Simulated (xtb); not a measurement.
CdClH₃OSi, SMILES [SiH3][O][Cd][Cl]. All values are semi-empirical tight-binding results from xtb (GFN2-xTB unless named), good for trends rather than for accurate numbers. Geometry: GFN2-xTB. The values are those of a single conformer.

For metal compounds this method's bond lengths and energies can be far off.

Computed properties:
The point group as xtb finds it comes out as Cs and the orbital gap is 2.38 eV. The zero-point energy comes out as 16.9 kcal/mol and the G − E(el) at 298.15 K (modified RRHO) is -4.5 kcal/mol.
